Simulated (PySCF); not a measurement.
## Stationary points of ITeN

Method: PySCF, PBE0, basis Te def2-TZVP with ECP28, N def2-TZVP, I def2-TZVP with ECP28 (scalar-relativistic core potentials, no spin–orbit coupling, density fitting).

Relaxations began from a few typed shapes. The search is not exhaustive: other isomers or separated fragments can lie lower, and high-lying points may rest on an excited occupation.

(1) Order these stationary points by electronic energy, lowest first, in kJ/mol from the lowest minimum.
A. singlet Cs: Te–I 2.792 Å, Te–N 1.802 Å; I–Te–N 112.4°
B. singlet C∞v: Te–I 3.012 Å, Te–N 1.808 Å; I–Te–N 180.0°

(2) Which of them are minima?

Answers

(1) A (0.0), B (108.9).

(2) By energy in kJ/mol, 0.0: minimum; 108.9: saddle point, 2 imaginary modes.

Counting electrons, tellurium keeps 2 of its valence electrons outside its bonds, so the VSEPR class is AX2E1 and the expected shape is bent; with unlike ligands the computed point group is Cs.
